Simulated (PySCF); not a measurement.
## Static response to an electric field

C3H5GeN.
Numbering: `[CH:1]#[C:2][GeH2:3][N:4]=[CH2:5]` (hydrogens: H6 on C1; H7, H8 on Ge3; H9, H10 on C5)

Cartesian coordinates in Å at the PBE0-D3(BJ)/def2-SVP level; atoms count from 1:
```xyz
10
C3H5GeN angstrom
C      2.2392   -0.5857    0.7266
C      1.4249    0.1063    0.1440
Ge     0.0365    1.0908   -0.7211
N     -1.6051    0.2744   -0.4284
C     -1.7058   -0.7833    0.2542
H      2.9730   -1.1858    1.2357
H      0.2821    1.1134   -2.2336
H     -0.0351    2.5064   -0.1386
H     -0.8574   -1.3180    0.7326
H     -2.7020   -1.2394    0.4074
```

Level: CAM-B3LYP/def2-SVPD (PySCF), static field, nuclei fixed, core orbitals frozen in the response. The polarisability tensor in these axes (au):

```
x    78.96  -1.81   5.28
y    -1.81  71.18 -12.83
z     5.28 -12.83  61.51
```

Question: What are the eigenvalues, a third of the trace, and Δα (Δα² = ½Σ(αi − αj)² over the three pairs)?

Answer: Principal values 52.21, 75.25 and 84.19 au; mean 70.55 au = 10.45 Å³ = 11.63 × 10⁻⁴⁰ C²·m²/J; Δα = 28.58 au (41 % of the mean).

Question: What is the dipole moment, and where does it point?

Answer: (0.97, -1.10, 0.87) D, 1.70 D in size, pointing from the negative to the positive side. Measured along this direction, the outermost atoms are H8 and H7 at the negative end and H6 at the positive end.

Question: Find the Langevin capture rate constant for H3O+ (19.018 u) meeting this molecule (128.963 u), k = 2.342 × 10⁻⁹ cm³/s × √(α in Å³ / reduced mass in u).

Answer: The reduced mass is 16.57 u, so k = 1.86 × 10⁻⁹ cm³/s. The formula leaves out the permanent dipole, which adds to the capture rate.

Question: Along which axes do the principal values lie, and how far do the nuclei extend along each?

Answer: Largest value along (0.68, -0.56, 0.48), where the nuclei span 4.77 Å; middle along (0.73, 0.62, -0.30), 4.42 Å; least along (-0.13, 0.55, 0.83), 2.54 Å. The response follows the extents in order.

Question: Sum over states: ᾱ = Σ f/ω², ω in Eh. What share falls to these 10 lowest TDDFT singlets (eV, f)? 4.32, 0.0003; 6.02, 0.0003; 6.24, 0.0480; 6.38, 0.0009; 6.46, 0.0303; 6.98, 0.0001; 7.01, 0.0398; 7.51, 0.0395; 7.63, 0.0003; 7.66, 0.0396.

Answer: They add up to 3.11 au, 4.4 % of the 70.55 au; the largest single term is 0.91 au, from the state at 6.24 eV. Terms in order: 0.01, 0.01, 0.91, 0.02, 0.54, 0.00, 0.60, 0.52, 0.00, 0.50 au. Higher excitations give the rest. The strengths listed sum to 0.199.

Question: Refractivity n − 1 of an ideal gas of it at 400 K and 1 atm, from the electronic α?

Answer: N = p/kT = 1.8347 × 10¹⁹ cm⁻³, so n − 1 = 2π × N × 10.45 × 10⁻²⁴ cm³ = 1205 × 10⁻⁶ at long wavelengths.

Isolated species at its PBE0-D3(BJ)/def2-SVP geometry (one conformer only). The calculation is non-relativistic, for germanium too.
